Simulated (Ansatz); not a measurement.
Molecule: digallium oxide, Ga2O, charge 0, multiplicity 1. SMILES: [Ga][O][Ga]
Coordinates optimised at B3LYP-D3(BJ)/def2-TZVP (Ansatz, a program for electronic structure):
```
O
Ga 1 1.8134
Ga 1 1.8134 2 180.00
```
Charge 0, spin multiplicity 1.

Property: atomisation energy (electronic, to ground-state atoms), in kcal/mol. Valence correlation only, unless marked. UHF or UKS for open shells. No spin-orbit coupling. The frozen core is the preceding noble-gas configuration, with the filled d and f shells of earlier blocks. Non-relativistic. The coupled-cluster limit lacks core correlation, which all-electron functionals hold. CBS(X,Y): correlation extrapolated as X^-3; Hartree-Fock from the larger set.

```json
[
 {"level": "HF/6-31G", "program": "Ansatz", "atomisation energy (kcal/mol)": "137.5"}
]
```

Q: What does CCSD(T)/CBS(aug-cc-pVTZ,aug-cc-pVQZ) (Ansatz) give?

A: 216.8 kcal/mol, so HF/6-31G differs from it by -79.3 kcal/mol.
